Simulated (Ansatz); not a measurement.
Molecule: C₄H₅GeO (charge -1, singlet). It need not be the lowest isomer of its formula. Whether it binds its extra electron was not tested at this geometry. SMILES: [c-]1c[c](oc1)[GeH3]
Geometry: optimised at B3LYP-D3(BJ)/def2-TZVP (Ansatz, an electronic-structure program).

Parts of the frozen-core correlation energy in 6-31G* (Ansatz, hartree). Frozen orbitals: 19; correlated occupied orbitals by spin: 16 and 16; virtual: 85 and 85. No spin-orbit coupling. Non-relativistic. The restricted reference is unstable.

| term | value |
|---|---|
| reference (HF) | -2304.18964 |
| MP2 opposite-spin | -0.57290 |
| MP2 same-spin | … |
| CCSD correlation | … |
| (T) | … |
| T1 diagnostic | 0.018 |
| largest doubles amplitude | 0.045 |

Problem. Some entries are withheld; supply them.

Solution. 
- MP2 same-spin, value: -0.20609
- CCSD correlation, value: -0.81265
- (T), value: -0.03579
